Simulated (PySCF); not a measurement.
Compound: C3H9NOSi.
SMILES with atom numbers: `[CH2:1]=[CH:2][CH2:3][O:4][SiH2:5][NH2:6]` (hydrogens: H7, H8 on C1; H9 on C2; H10, H11 on C3; H12, H13 on Si5; H14, H15 on N6)

Computed, not measured: PySCF, PBE0-D3(BJ)/def2-SVP geometry optimisation, gas phase.

Q: What internal coordinates does the optimisation give?

A: 
```json
{"bond": "C1=C2", "length (pm)": "133.1"}
{"bond": "C2–C3", "length (pm)": "149.5"}
{"bond": "C3–O4", "length (pm)": "139.7"}
{"bond": "O4–Si5", "length (pm)": "167.2"}
{"bond": "Si5–N6", "length (pm)": "171.7"}
{"bond": "C1–H7", "length (pm)": "109.3"}
{"bond": "C1–H8", "length (pm)": "109.3"}
{"bond": "C2–H9", "length (pm)": "109.7"}
{"bond": "C3–H10, C3–H11", "length (pm)": "111.0"}
{"bond": "Si5–H12", "length (pm)": "149.4"}
{"bond": "Si5–H13", "length (pm)": "148.5"}
{"bond": "N6–H14, N6–H15", "length (pm)": "101.2"}
```

Bonds in one row agree within 1 pm and their mean is given. A selection of angles:
```json
{"angle": "C2–C1–H7", "degrees": "121.4"}
{"angle": "C2–C1–H8", "degrees": "120.2"}
{"angle": "H7–C1–H8", "degrees": "118.4"}
{"angle": "C1–C2–C3", "degrees": "124.4"}
{"angle": "C1–C2–H9", "degrees": "120.5"}
{"angle": "C3–C2–H9", "degrees": "115.0"}
{"angle": "C2–C3–O4", "degrees": "111.8"}
{"angle": "C2–C3–H10", "degrees": "108.5"}
{"angle": "O4–C3–H10", "degrees": "111.0"}
{"angle": "H10–C3–H11", "degrees": "105.8"}
{"angle": "C3–O4–Si5", "degrees": "123.5"}
{"angle": "O4–Si5–N6", "degrees": "114.6"}
{"angle": "O4–Si5–H12", "degrees": "110.1"}
{"angle": "O4–Si5–H13", "degrees": "103.0"}
{"angle": "N6–Si5–H12", "degrees": "105.4"}
{"angle": "N6–Si5–H13", "degrees": "111.1"}
{"angle": "H12–Si5–H13", "degrees": "112.7"}
{"angle": "Si5–N6–H14", "degrees": "122.9"}
{"angle": "Si5–N6–H15", "degrees": "122.2"}
{"angle": "H14–N6–H15", "degrees": "112.2"}
```

Torsions: C1–C2–C3–O4 1° (synperiplanar); C2–C3–O4–Si5 -156° (antiperiplanar); C3–O4–Si5–N6 53° (synclinal). The mirror-image conformer, all signs reversed, is as good.

The C–C distances run from 1.331 Å (C1=C2, drawn double) to 1.495 Å (C2–C3, drawn single), a spread of 0.164 Å. Of the pairs four or more bonds apart, O4···H8 is among the closest relative to their van der Waals radii: 2.43 Å, 89 % of the sum of Bondi's values. N6 (silicon-bound nitrogen) is almost planar (angles 122.9°, 122.2° and 112.2°, sum 357.3°, 0.11 Å off the plane of its three neighbours). Si5 (oxygen-bound silicon) is distorted tetrahedral (angles from 103.0° to 114.6°).

Point group: C1 (no symmetry element, even within 0.4 Å). No PBE0-D3(BJ)/def2-SVP frequencies stand behind this structure, so it isn't proved a minimum. One conformer, not necessarily the lowest (C1–C2–C3–O4 1°, C2–C3–O4–Si5 -156°, C3–O4–Si5–N6 53°, O4–Si5–N6–H 64° and -96°).
